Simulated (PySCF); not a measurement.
# GeO(OH), doublet: computed properties

All numbers come from UPBE0/[Ge def2-TZVP, O def2-TZVP, H def2-TZVP], no relativity, density fitting, PySCF.

The structure is a minimum.

```xyz
4
charge 0 multiplicity 2, angstrom
Ge    0.0569   -0.1432   -0.2453
O     1.3805    0.3611    0.6534
O    -1.5482    0.2536    0.4013
H    -1.4768    0.7362    1.2341
```

```json
{
 "Point group": "Cs",
 "Bond lengths": "Ge–O 1.677 Å, Ge–O 1.775 Å, O–H 0.965 Å",
 "Bond angles": "Ge–O–H 111.0°, O–Ge–O 116.8°",
 "Entropy at 298.15 K and 1 bar (electronic part: spin only)": "287.4 J/(mol K)",
 "Rotational symmetry number": "1",
 "Enthalpy at 298.15 K above 0 K": "13.02 kJ/mol",
 "Principal polarisabilities": "28.4, 36.1, 49.8 bohr³",
 "Heat capacity Cp at 298.15 K": "56.3 J/(mol K)",
 "Lowest empty level (β)": "-4.49 eV",
 "Atomisation energy without zero-point energy": "1261 kJ/mol",
 "Spin squared ⟨S²⟩": "0.762",
 "Principal quadrupole moments (Buckingham, traceless) about the centre of mass": "-10.92, 3.33, 7.59 D Å",
 "Zero-point energy": "40.1 kJ/mol",
 "Dipole moment": "1.74 D",
 "Rotational constants": "0.8216, 0.2364, 0.1836 cm⁻¹",
 "Highest occupied level (α)": "-8.14 eV"
}
```

Harmonic modes (masses in u: Ge 73.921, O 15.995, H 1.008):
| symmetry | ω (cm⁻¹) | IR (km/mol) | μ (u) |
| --- | --- | --- | --- |
| a' | 185 | 21.4 | 9.13 |
| a'' | 384 | 136 | 1.17 |
| a' | 683 | 77.3 | 13.96 |
| a' | 751 | 73.4 | 4.24 |
| a' | 875 | 12.0 | 1.37 |
| a' | 3829 | 79.3 | 1.07 |

Charges (e):
```csv
atom,Mulliken,Löwdin,polar tensor,spin (Mulliken),Mayer order to Ge1
Ge1,0.63,0.36,0.56,0.39,–
O2,-0.43,-0.28,-0.24,0.53,1.80
O3,-0.53,-0.25,-0.57,0.06,1.09
H4,0.33,0.17,0.25,0.02,0.04
```
Other Mayer orders above 0.3: O–H 0.87.

Mulliken populations on Ge1: s 7.57, p 13.46, d 10.27, f 0.07.

This need not be the most stable arrangement of these atoms.

The final relaxation and frequency run took 67 s on 4 threads of a shared Arm Neoverse V1 host, with 116 basis functions and 21 gradients; the process peaked at 1.3 GiB.
